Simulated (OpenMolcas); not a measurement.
Pt2+ (d8) among equal point charges was computed by CASSCF with the d shell active (OpenMolcas, ANO-RCC-VDZP on the metal). Its lowest spin-free states, and all those of the highest spin:

| 2S+1 | Degeneracy | E (cm-1) |
| --- | --- | --- |
| 3 | 3 | 0.0 |
| 3 | 3 | 3214 |
| 3 | 1 | 6523 |
| 1 | 2 | 10650 |
| 1 | 3 | 12260 |
| 3 | 3 | 14062 |
| 1 | 3 | 17860 |
| 1 | 3 | 18811 |
| 1 | 1 | 19637 |
| 1 | 2 | 20678 |
| 1 | 1 | 43423 |

Problem. Is the site octahedral, tetrahedral or cube-like, axial, or of lower symmetry?

Solution. The states with 2S+1 = 3 have orbital degeneracies 3, 3, 1, 3. Threefold states need a cubic site. For d8 at this spin an octahedron puts the single A2 below the threefold T2 and a tetrahedron or cube puts the threefold T1 below the threefold T2, so the site is a tetrahedron or a cube, which this pattern cannot tell apart. The run had Pt2+ among 4 point charges of -2.5 e arranged as a tetrahedron (Td), 1.89 Å from the ion.

An orbital triplet at a regular site is open to Jahn-Teller coupling, which can distort the site and quench the lowest spin-orbit gaps and is left out. Without dynamic correlation the repulsion within the d shell is too large (B by tens of per cent), so at a given field states of lower spin stand too high. Real 4d8 and 5d8 ions are as a rule square planar and diamagnetic. Point charges carry no covalency, so the field is a model and not that of real ligands. No measured value stands beside these numbers.
